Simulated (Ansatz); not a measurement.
Spectroscopic constants of TiH, multiplicity 4 (the spin of the measured ground state). No spin–orbit coupling. Ti is treated without relativity. The T1 diagnostic near the minimum is 0.056, so single-reference values are doubtful.

D_e counts from the fitted minimum to each atom's lowest state at the same level, without counterpoise. The lowest state of Ti differs between levels (2S+1 = 3, 5).

Correlated levels freeze the inner cores; with def2 sets outer-core shells near the valence are correlated too.

Run with Ansatz (an electronic-structure program) with Gaussian orbitals. Each number belongs to the level named beside it.

PBE/def2-TZVPP gives 2.735 eV for the bond energy D_e.

Question: How do the other levels lie against it? Give each less PBE: r2SCAN/def2-TZVPP, PBE0/def2-TZVPP, wB97M-V/def2-TZVPP, CCSD(T)/def2-QZVPP.

Answer: r2SCAN/def2-TZVPP -0.073; PBE0/def2-TZVPP -0.063; wB97M-V/def2-TZVPP -0.289; CCSD(T)/def2-QZVPP -0.436 eV. 0 of 4 lie above PBE; the widest gap is to CCSD(T)/def2-QZVPP.

Doubts at one or more of the structures used: T1 above 0.05 (CCSD(T)/def2-QZVPP).
